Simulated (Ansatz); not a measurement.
```xyz
8

O    -0.800   -2.398   -0.021
C    -0.207   -1.373    0.010
O    -0.882   -0.150   -0.070
Se    1.642   -0.988    0.158
Ga    0.766    1.278    0.039
H    -1.838   -0.291   -0.148
H     0.776    1.932   -1.377
H     0.545    1.989    1.410
```

The species carries charge 0 and has multiplicity 1.

(1) List the PBE/def2-TZVPP orbital energies in eV (the Gaussian-basis code of Ansatz). (Best estimate.)

Answers

(1) The calculation gave: Occupied: -12302.39, -10093.98, -1562.38, -1403.17, -1403.12, -1403.08, -1233.88, -1093.59, -1093.52, -1093.48, -512.92, -510.82, -273.36, -205.36, -150.73, -150.56, -150.45, -143.66, -98.26, -98.07, -97.94, -53.81, -53.78, -53.69, -53.56, -53.56, -28.71, -26.54, -20.32, -20.23, -20.12, -20.12, -20.06, -18.68, -15.83, -13.51, -12.05, -11.85, -11.10, -9.72, -9.01, -7.70, -7.47, -7.01, -6.09. Lowest empty: -1.75, -1.51, -1.21, -0.70, 0.44, 0.83, 2.23, 2.50.
